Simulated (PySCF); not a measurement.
# Reading the logs of faulty runs: AlFH2NSi cation

Calculated results; nothing here was measured. They come from PySCF 2.14.0, an open-source quantum chemistry program, on an isolated molecule that a program drew, which may never have been made. The molecule is AlFH2NSi cation (charge +1, singlet), drawn as the SMILES string `[F][Al]=[N][SiH2+]`.

Each row is a Hartree-Fock (HF) and frozen-core CCSD(T) single point in the cc-pV(D+d)Z basis, meant for a local HF minimum. Run 1 is clean. Each other run has one planted mistake out of seven kinds, and not every kind appears here: one electron removed, one electron added, multiplicity raised by two, geometry at a saddle point, minimal basis STO-3G, one bond length entered in bohr, all coordinates scaled. The reference is restricted for singlets and unrestricted otherwise, and also for a bond in bohr. Adding or removing an electron swaps singlet and doublet. Electrons count all cores. HOMO and LUMO are orbital energies over both spins, the gradient is its largest component, and the lowest frequency (negative if imaginary) is given only where the gradient is small. Bond lengths are over the 5 bonds as drawn. T1 is the CCSD diagnostic: over 0.02 (restricted) or 0.045 (unrestricted) a single reference is doubtful.

Geometry of the clean run:
```xyz
6
AlFH2NSi cation, angstrom
F    -1.5811    3.1070   -3.8055
Al   -0.6951    2.4975   -2.6085
N     0.2134    1.8725   -1.3813
Si    1.0901    1.2694   -0.1971
H     2.4339    0.7396   -0.4232
H     0.5969    1.2142    1.1782
```

```
run,electrons,basis functions,<S^2>,HOMO (eV),LUMO (eV),gradient (hartree/bohr),lowest frequency (cm^-1),mean bond (Å),longest bond (Å),T1,HF (hartree),CCSD(T) (hartree),mistake
1,44,84,0.000,-16.25,-4.30,1.2e-05,91,1.5551,1.650,0.0178,-685.73338,-686.24625,no fault
2,44,30,0.000,-12.64,0.51,1.9e-02,-,1.5551,1.650,0.0280,-677.41013,-677.60593,minimal basis STO-3G
3,44,84,0.000,-15.88,-4.56,3.0e-02,-,1.6173,1.716,0.0198,-685.72137,-686.24305,all coordinates scaled
4,44,84,0.868,-14.81,-4.56,1.2e-02,-,1.8152,2.763,0.0396,-685.62243,-686.12342,one bond length entered in bohr
5,45,84,0.760,-5.57,0.71,6.1e-02,-,1.5551,1.650,0.0206,-685.91394,-686.44544,one electron added
6,44,84,2.017,-11.38,-6.26,8.6e-02,-,1.5551,1.650,0.0239,-685.61483,-686.09657,?
```

**Which mistake was planted in run 6, and what did it cost?**

Electrons, basis and geometry are unchanged, and <S^2> is 2.017, beside S(S+1) = 2.00 for a multiplicity of 3. So the mistake is: multiplicity raised by two. Subtracting run 1 and multiplying by 627.51 kcal/mol a hartree, the energy moved by 74.4 kcal/mol in HF and 93.9 kcal/mol in CCSD(T).

Cautions from the logs. Run 2: T1 is over the limit, so its CCSD(T) energy is less reliable.
